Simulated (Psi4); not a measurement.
C₃H₇O, doublet, at a GFN2-xTB geometry; CAM-B3LYP/3-21G (Psi4).

Input for Psi4:
```
memory 2 GB

molecule {
0 2
C     1.30861165   -0.66808246    0.05267166
C    -0.00226890   -0.00591686   -0.17384347
C    -1.27029302   -0.62710254    0.29491680
O     0.06023236    1.37157344   -0.29096905
H     1.53836213   -0.77241003    1.12095110
H     1.31221258   -1.66639962   -0.38308611
H     2.09542902   -0.07348666   -0.40356032
H    -2.13152788   -0.19910151   -0.22168556
H    -1.42994138   -0.48737857    1.37424529
H    -1.24957241   -1.69737896    0.10318956
H    -0.83311926    1.73017914   -0.30477162
}

set {
  basis 3-21g
  reference uks
}

energy('cam-b3lyp')
print_variables()
```

The log (banner, timings and long lists left out):

```
   => Loading Basis Set <=

    Name: 3-21G
    Role: ORBITAL
    Keyword: BASIS

         ---------------------------------------------------------
                                   SCF
               by Justin Turney, Rob Parrish, Andy Simmonett
                          and Daniel G. A. Smith
                              UKS Reference
         ---------------------------------------------------------

  ==> Geometry <==

    Molecular point group: c1
    Full point group: C1

    Geometry (in Angstrom), charge = 0, multiplicity = 2:

       Center              X                  Y                   Z               Mass
    ------------   -----------------  -----------------  -----------------  -----------------
         C            1.296886136881    -0.721160260740     0.074242400156    12.000000000000
         C           -0.013994413119    -0.058994660740    -0.152272729844    12.000000000000
         C           -1.282018533119    -0.680180340740     0.316487540156    12.000000000000
         O            0.048506846881     1.318495639260    -0.269398309844    15.994914619570
         H            1.526636616881    -0.825487830740     1.142521840156     1.007825032230
         H            1.300487066881    -1.719477420740    -0.361515369844     1.007825032230
         H            2.083703506881    -0.126564460740    -0.381989579844     1.007825032230
         H           -2.143253393119    -0.252179310740    -0.200114819844     1.007825032230
         H           -1.441666893119    -0.540456370740     1.395816030156     1.007825032230
         H           -1.261297923119    -1.750456760740     0.124760300156     1.007825032230
         H           -0.844844773119     1.677101339260    -0.283200879844     1.007825032230

  Running in c1 symmetry.

  Rotational constants: A =      0.30368  B =      0.27444  C =      0.15336 [cm^-1]
  Rotational constants: A =   9104.17351  B =   8227.58753  C =   4597.67993 [MHz]
  Nuclear repulsion =  125.871491207339062

  Charge       = 0
  Multiplicity = 2
  Electrons    = 33
  Nalpha       = 17
  Nbeta        = 16

  ==> Algorithm <==

  SCF Algorithm Type is DF.
  DIIS enabled.
  MOM disabled.
  Fractional occupation disabled.
  Guess Type is SAD.
  Energy threshold   = 1.00e-06
  Density threshold  = 1.00e-06
  Integral threshold = 1.00e-12

  ==> Primary Basis <==

  Basis Set: 3-21G
    Blend: 3-21G
    Number of shells: 34
    Number of basis functions: 50
    Number of Cartesian functions: 50
[...]
      Ntotal   =   32.9999765836 ; deviation = -2.342e-05

   @Spin Contamination Metric:   3.449433680E-03
   @S^2 Expected:                7.500000000E-01
   @S^2 Observed:                7.534494337E-01
   @S   Expected:                5.000000000E-01
   @S   Observed:                5.000000000E-01

    Orbital Energies [Eh]
    ---------------------

    Alpha Occupied:

[...]
    Alpha Virtual:

[...]
    Beta Occupied:

[...]
      16A     -0.367273

    Beta Virtual:

[...]
      50A      3.124937

    Final Occupation by Irrep:
              A
    DOCC [    16 ]
    SOCC [     1 ]
    NA   [    17 ]
    NB   [    16 ]

  @DF-UKS Final Energy:  -192.52771963472031

   => Energetics <=

    Nuclear Repulsion Energy =            125.8714912073390622
    One-Electron Energy =                -509.6585148678942119
    Two-Electron Energy =                 211.0199185597677172
    DFT Exchange-Correlation Energy =     -19.7606145339328663
    Empirical Dispersion Energy =           0.0000000000000000
    VV10 Nonlocal Energy =                  0.0000000000000000
    Total Energy =                       -192.5277196347203130

  UHF NO Occupations:
  HONO-2 :   15  A 1.9996628
  HONO-1 :   16  A 1.9992377
  HONO-0 :   17  A 1.0000000
  LUNO+0 :   18  A 0.0007623
  LUNO+1 :   19  A 0.0003372
  LUNO+2 :   20  A 0.0001865
  LUNO+3 :   21  A 0.0001767

Computation Completed

Properties will be evaluated at   0.000000,   0.000000,   0.000000 [a0]

Properties computed using the SCF density matrix

 Multipole Moments:

 ------------------------------------------------------------------------------------
     Multipole            Electronic (a.u.)      Nuclear  (a.u.)        Total (a.u.)
 ------------------------------------------------------------------------------------

 L = 1.  Multiply by 2.5417464519 to convert [e a0] to [Debye]
 Dipole X            :          0.1229750           -0.7312142           -0.6082392
 Dipole Y            :          3.1770993           -3.3099824           -0.1328831
 Dipole Z            :         -1.1801956            1.3451719            0.1649763
 Magnitude           :                                                    0.6440730

 ------------------------------------------------------------------------------------

  Variable Map:
  ----------------------------------------------------------------------------
[...]
  Array Variable Map:
  ----------------------------------------------------------------------------
[...]
[...]
```
